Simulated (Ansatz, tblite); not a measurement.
Two members of one family ((WS2)n off), computed with Ansatz in the gas phase; def2 core potentials for W, no spin–orbit coupling. The two geometries come from different levels. HOMO and LUMO are taken over both spins. The structures are stationary points that may keep the symmetry of their start. Remarks come from the PBE and PBE0 runs and from stability tests at other levels; not every state was tested.

First: WS2⁺ (doublet, charge 1, PBE-D4/def2-TZVP geometry).

| atom | x (Å) | y (Å) | z (Å) |
| --- | --- | --- | --- |
| W1 | -0.313 | -0.737 | -0.298 |
| S2 | 0.831 | -0.436 | 1.430 |
| S3 | -0.518 | 1.173 | -1.132 |

| level | HOMO (eV) | LUMO (eV) | gap (eV) |
| --- | --- | --- | --- |
| PBE-D4/def2-SVP | -12.05 | -10.56 | 1.48 |
| PBE-D4/def2-TZVP | -11.94 | -10.51 | 1.43 |
| r2SCAN-D4/def2-TZVP | -12.09 | -10.49 | 1.60 |
| PBE0-D4/def2-SVP | -13.01 | -9.83 | 3.18 |
| PBE0-D4/def2-TZVP | -12.88 | -9.74 | 3.15 |

Metal–donor distances: 2 × S 2.09 Å. The relaxed quartet lies at 1.12 eV (LC-ωPBE/def2-TZVP) to 1.43 eV (RPA@PBE/def2-TZVP) from the doublet. Remarks: spin-contaminated (⟨S²⟩ up to 0.85).

Second: W4S6⁺ (doublet, charge 1, r2SCAN-D4/def2-SVP geometry).

```xyz
10

W    -1.575   -0.257   -0.478
W    -0.274   -1.179    1.565
W     0.608    0.868    0.091
W     0.966   -1.571   -0.539
S     0.650    0.707    2.470
S    -0.767   -1.939   -1.995
S     1.100   -3.037    1.272
S    -3.045    1.255   -0.079
S     0.914    1.992   -1.956
S     1.423    3.161   -0.351
```

Q: Estimate how these quantities change from the first to the second (second minus first).

A: 
```
              level  Δ HOMO (eV)  Δ LUMO (eV)  Δ gap (eV)
    PBE-D4/def2-SVP         2.41         1.34       -1.07
   PBE-D4/def2-TZVP         2.49         1.49       -1.00
r2SCAN-D4/def2-TZVP         2.39         1.49       -0.90
   PBE0-D4/def2-SVP         2.48         1.15       -1.33
  PBE0-D4/def2-TZVP         2.59         1.31       -1.27
```

The relaxed quartet lies at -1.36 eV (PBE0-D4/def2-TZVP) to -0.93 eV (PBE-D4/def2-TZVP) from the doublet. Remarks: quartet lower at PBE0, spin-contaminated (⟨S²⟩ up to 0.83).
